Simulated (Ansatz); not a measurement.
C10H22S (`CCCCCSCCCCC`) at its PBE0-D4/def2-TZVP geometry, where that method's forces vanish. The species carries charge 0 and has multiplicity 1.

```json
{"atom": "C1", "x (Å)": "-1.656", "y (Å)": "-3.243", "z (Å)": "0.670"}
{"atom": "C2", "x (Å)": "-0.962", "y (Å)": "-2.314", "z (Å)": "-0.313"}
{"atom": "C3", "x (Å)": "-1.739", "y (Å)": "-1.042", "z (Å)": "-0.623"}
{"atom": "C4", "x (Å)": "-1.948", "y (Å)": "-0.136", "z (Å)": "0.580"}
{"atom": "C5", "x (Å)": "-2.526", "y (Å)": "1.223", "z (Å)": "0.222"}
{"atom": "S6", "x (Å)": "-1.455", "y (Å)": "2.289", "z (Å)": "-0.773"}
{"atom": "C7", "x (Å)": "-0.197", "y (Å)": "2.788", "z (Å)": "0.440"}
{"atom": "C8", "x (Å)": "1.223", "y (Å)": "2.480", "z (Å)": "-0.009"}
{"atom": "C9", "x (Å)": "1.551", "y (Å)": "1.000", "z (Å)": "-0.045"}
{"atom": "C10", "x (Å)": "2.950", "y (Å)": "0.699", "z (Å)": "-0.555"}
{"atom": "C11", "x (Å)": "3.256", "y (Å)": "-0.788", "z (Å)": "-0.582"}
{"atom": "H12", "x (Å)": "-1.086", "y (Å)": "-4.164", "z (Å)": "0.813"}
{"atom": "H13", "x (Å)": "-2.651", "y (Å)": "-3.521", "z (Å)": "0.310"}
{"atom": "H14", "x (Å)": "-1.778", "y (Å)": "-2.779", "z (Å)": "1.651"}
{"atom": "H15", "x (Å)": "-0.780", "y (Å)": "-2.852", "z (Å)": "-1.250"}
{"atom": "H16", "x (Å)": "0.027", "y (Å)": "-2.042", "z (Å)": "0.075"}
{"atom": "H17", "x (Å)": "-1.211", "y (Å)": "-0.474", "z (Å)": "-1.396"}
{"atom": "H18", "x (Å)": "-2.715", "y (Å)": "-1.304", "z (Å)": "-1.049"}
{"atom": "H19", "x (Å)": "-0.997", "y (Å)": "-0.001", "z (Å)": "1.107"}
{"atom": "H20", "x (Å)": "-2.627", "y (Å)": "-0.612", "z (Å)": "1.297"}
{"atom": "H21", "x (Å)": "-3.430", "y (Å)": "1.105", "z (Å)": "-0.384"}
{"atom": "H22", "x (Å)": "-2.820", "y (Å)": "1.775", "z (Å)": "1.118"}
{"atom": "H23", "x (Å)": "-0.420", "y (Å)": "2.276", "z (Å)": "1.379"}
{"atom": "H24", "x (Å)": "-0.315", "y (Å)": "3.859", "z (Å)": "0.617"}
{"atom": "H25", "x (Å)": "1.916", "y (Å)": "2.994", "z (Å)": "0.669"}
{"atom": "H26", "x (Å)": "1.389", "y (Å)": "2.918", "z (Å)": "-1.001"}
{"atom": "H27", "x (Å)": "0.818", "y (Å)": "0.488", "z (Å)": "-0.677"}
{"atom": "H28", "x (Å)": "1.436", "y (Å)": "0.579", "z (Å)": "0.963"}
{"atom": "H29", "x (Å)": "3.687", "y (Å)": "1.216", "z (Å)": "0.071"}
{"atom": "H30", "x (Å)": "3.062", "y (Å)": "1.117", "z (Å)": "-1.562"}
{"atom": "H31", "x (Å)": "3.180", "y (Å)": "-1.225", "z (Å)": "0.418"}
{"atom": "H32", "x (Å)": "2.552", "y (Å)": "-1.322", "z (Å)": "-1.227"}
{"atom": "H33", "x (Å)": "4.264", "y (Å)": "-0.987", "z (Å)": "-0.954"}
```

(1) For each bond, give half the difference of the two atoms' forces along it (eV/Å; positive pushes the atoms apart) under PBE-D4, r2SCAN-D4, B3LYP-D4, ωB97M-V in def2-TZVPP. (Estimate.)

Results:

(1) Computed: 
```csv
bond,length (Å),PBE-D4,r2SCAN-D4,B3LYP-D4,ωB97M-V
C1–H14,1.093,0.11,-0.04,-0.07,-0.08
C2–C3,1.522,0.00,0.08,0.13,0.13
C2–H16,1.097,0.12,-0.03,-0.11,-0.09
C4–H20,1.096,0.11,-0.04,-0.11,-0.12
C5–S6,1.809,0.16,0.14,0.23,0.08
C5–H21,1.094,0.12,-0.05,-0.13,-0.10
C5–H22,1.093,0.10,-0.05,-0.13,-0.11
S6–C7,1.817,0.16,0.15,0.23,0.06
C7–C8,1.521,-0.02,0.07,0.12,0.16
C7–H23,1.093,0.11,-0.04,-0.13,-0.09
C7–H24,1.092,0.09,-0.06,-0.13,-0.11
C10–H29,1.096,0.11,-0.04,-0.09,-0.11
C11–H32,1.094,0.11,-0.03,-0.07,-0.07
C11–H33,1.092,0.09,-0.04,-0.07,-0.08
```

B3LYP here is the variant with VWN-RPA as its local correlation; programs differ in this.
